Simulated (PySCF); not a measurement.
C₄H₄F₂, SMILES CC=C=C(F)F.

Geometry optimised at PBE0-D3(BJ)/def2-SVP.

Two levels are set side by side: PBE/def2-TZVP (PySCF) and PBE0/def2-TZVP (PySCF). Same geometry, gas phase. Differences are taken from unrounded values.

| quantity | PBE0 |
|---|---|
| orbital gap (eV) | 6.60 |
| highest occupied level (eV) | -7.24 |
| lowest empty level (eV) | -0.64 |
| dipole moment (D) | 2.45 |
| mean polarisability (bohr³) | 51.9 |

### Question
What does PBE give, and how far is it from PBE0? (The exact figures need the calculation; the answer reports its results.)

### Answer

```
quantity                       PBE  PBE minus PBE0
---------------------------  -----  --------------
orbital gap (eV)              4.29           -2.31
highest occupied level (eV)  -5.93            1.31
lowest empty level (eV)      -1.64           -1.00
dipole moment (D)             2.24           -0.21
mean polarisability (bohr³)   53.6             1.7
```

Without exact exchange PBE keeps part of each electron's self-repulsion, which lifts occupied levels and narrows the gap. PBE's more diffuse valence density responds more strongly to a field. Differences between two approximate levels are no errors against the true value.

Rough cost on one machine, each run with all the roots and properties that it gave: PBE0 against PBE within a factor of 2.
